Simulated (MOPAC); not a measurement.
MOPAC input (MNDO):

```
MNDO 1SCF UHF MS=0.5 GEO-OK AUX(PRECISION=9) THREADS=1
H4AsSi

Si   -1.50778772 1    0.13774757 1    0.35054881 1
As    0.78599117 1   -0.10273817 1   -0.21715900 1
H    -2.31214413 1   -0.74463328 1   -0.52616254 1
H    -1.95116584 1    1.54029198 1    0.15906993 1
H    -1.74116208 1   -0.24603510 1    1.76427665 1
H     1.17579141 1    0.91227013 1    0.86137954 1
```

Output:

```
 *******************************************************************************
 **                                                                           **
 **                              MOPAC v23.2.5                                **
 **                                                                           **
 *******************************************************************************
 ** MOPAC's Digital Object Identifier: https://doi.org/10.5281/zenodo.6511958 **
 **                                                                           **
 ** Please cite the open-source release paper for use of this MOPAC version:  **
 ** J. E. Moussa and J. J. P. Stewart (2026)                                  **
 ** MOPAC: An open-source semiempirical molecular orbital program             **
 ** J. Open Source Softw., 11(119), 8025, https://doi.org/10.21105/joss.08025 **
 *******************************************************************************

                              MNDO CALCULATION RESULTS

 *******************************************************************************
 *  MNDO       - The MNDO Hamiltonian to be used
 *  GEO-OK     - OVERRIDE INTERATOMIC DISTANCE AND OTHER SAFETY CHECKS
 *  UHF        - UNRESTRICTED HARTREE-FOCK CALCULATION
 *  MS=        - IN MECI, MAGNETIC COMPONENT OF SPIN =  0.5
 *  1SCF       - DO 1 SCF AND THEN STOP
 *  AUX        - OUTPUT AUXILIARY INFORMATION
 *******************************************************************************
MNDO 1SCF UHF MS=0.5 GEO-OK AUX(PRECISION=9) THREADS=1
 H4AsSi

   ATOM   CHEMICAL          X               Y               Z
  NUMBER   SYMBOL      (ANGSTROMS)     (ANGSTROMS)     (ANGSTROMS)

     1      Si         -1.50778772  *   0.13774757  *   0.35054881  *
     2      As          0.78599117  *  -0.10273817  *  -0.21715900  *
     3       H         -2.31214413  *  -0.74463328  *  -0.52616254  *
     4       H         -1.95116584  *   1.54029198  *   0.15906993  *
     5       H         -1.74116208  *  -0.24603510  *   1.76427665  *
     6       H          1.17579141  *   0.91227013  *   0.86137954  *

          CARTESIAN COORDINATES

    NO.       ATOM           X           Y           Z

     1        Si         -1.5078      0.1377      0.3505
     2        As          0.7860     -0.1027     -0.2172
     3         H         -2.3121     -0.7446     -0.5262
     4         H         -1.9512      1.5403      0.1591
     5         H         -1.7412     -0.2460      1.7643
     6         H          1.1758      0.9123      0.8614

  H: (MNDO): M.J.S. DEWAR, W. THIEL, J. AM. CHEM. SOC., 99, 4899, (1977)
 Si: (MNDO): M.J.S.DEWAR, ET. AL. ORGANOMETALLICS  5, 375 (1986)
 As: (MNDO): J. J. P. STEWART, J. MOL. MOD., 10, 155-164 (2004)

           Empirical Formula: H4 Si As  =     6 atoms

      MOLECULAR POINT GROUP   :   Cs

          UHF CALCULATION, NO. OF ALPHA ELECTRONS =    7
                           NO. OF BETA  ELECTRONS =    6

 -------------------------------------------------------------------------------
 MNDO 1SCF UHF MS=0.5 GEO-OK AUX(PRECISION=9) THREADS=1
 H4AsSi

     1SCF WAS SPECIFIED, SO BFGS WAS NOT USED
     SCF FIELD WAS ACHIEVED

                              MNDO CALCULATION
                                                       MOPAC v23.2.5 Linux

          FINAL HEAT OF FORMATION =         33.28821 KCAL/MOL =     139.27785 KJ/MOL

          COSMO AREA              =        108.09 SQUARE ANGSTROMS
          COSMO VOLUME            =         97.15 CUBIC ANGSTROMS

          IONIZATION POTENTIAL    =         10.401942 EV
          ALPHA SOMO LUMO (EV)    =        -10.402 -1.269
          BETA  SOMO LUMO (EV)    =        -10.510 -3.552
          NO. OF ALPHA ELECTRONS  =          7
          NO. OF BETA  ELECTRONS  =          6
          MOLECULAR WEIGHT        =        107.0387         POINT GROUP:  Cs

          MOLECULAR DIMENSIONS (Angstroms)

            Atom       Atom       Distance
            H     6    H     3     4.10321
           As     2    H     5     2.82378
           As     2    H     4     2.18008

          SCF CALCULATIONS        =          1

   ATOM   CHEMICAL          X               Y               Z
  NUMBER   SYMBOL      (ANGSTROMS)     (ANGSTROMS)     (ANGSTROMS)

     1      Si         -1.50778772  *   0.13774757  *   0.35054881  *
     2      As          0.78599117  *  -0.10273817  *  -0.21715900  *
     3       H         -2.31214413  *  -0.74463328  *  -0.52616254  *
     4       H         -1.95116584  *   1.54029198  *   0.15906993  *
     5       H         -1.74116208  *  -0.24603510  *   1.76427665  *
     6       H          1.17579141  *   0.91227013  *   0.86137954  *

                             CARTESIAN COORDINATES

   1   Si       -1.507787720     0.137747570     0.350548810
   2   As        0.785991170    -0.102738170    -0.217159000
   3    H       -2.312144130    -0.744633280    -0.526162540
   4    H       -1.951165840     1.540291980     0.159069930
   5    H       -1.741162080    -0.246035100     1.764276650
   6    H        1.175791410     0.912270130     0.861379540

           Empirical Formula: H4 Si As  =     6 atoms

      MOLECULAR POINT GROUP   :   Cs

          ALPHA EIGENVALUES
 -21.88895 -17.47836 -13.32173 -12.71443 -12.28706 -10.78021 -10.40194  -1.26931
  -0.29467   1.08800   1.13882   1.75048

           BETA EIGENVALUES
 -21.84026 -17.04844 -13.18189 -12.59460 -12.25600 -10.50968  -3.55155  -1.23419
  -0.27941   1.10022   1.12722   1.76701

              NET ATOMIC CHARGES AND DIPOLE CONTRIBUTIONS

  ATOM NO.   TYPE          CHARGE      No. of ELECS.   s-Pop       p-Pop
    1         Si           1.485061        2.5149     1.09550     1.41944
    2         As          -0.520032        5.5200     1.94499     3.57504
    3          H          -0.323574        1.3236     1.32357
    4          H          -0.333373        1.3334     1.33337
    5          H          -0.333376        1.3334     1.33338
    6          H           0.025295        0.9747     0.97471
 DIPOLE           X         Y         Z       TOTAL
 POINT-CHG.    -3.070     0.435     0.886     3.224
 HYBRID        -0.057     0.669     0.752     1.009
 SUM           -3.127     1.104     1.638     3.699

          ATOMIC ORBITAL ELECTRON POPULATIONS

     Atom    s        px        py        pz
    1 Si   1.09550   0.38436   0.52089   0.51419
    2 As   1.94499   1.47186   1.03769   1.06549
    3  H   1.32357
    4  H   1.33337
    5  H   1.33338
    6  H   0.97471

                    (SZ)    =    0.500000
                    (S**2)  =    0.754243

          ATOMIC ORBITAL SPIN POPULATIONS

    Atom   Total    s     px     py     pz
         Atomic
    1 Si -0.0450 -0.006 -0.028 -0.005 -0.006
    2 As  1.0711  0.001  0.046  0.562  0.462
    3  H -0.0021 -0.002
    4  H  0.0101  0.010
    5  H  0.0100  0.010
    6  H -0.0441 -0.044

 **********************
 *                    *
 * JOB ENDED NORMALLY *
 *                    *
 **********************

 == MOPAC DONE ==
```

The geometry given is a B3LYP-D3(BJ)/def2-TZVP minimum.
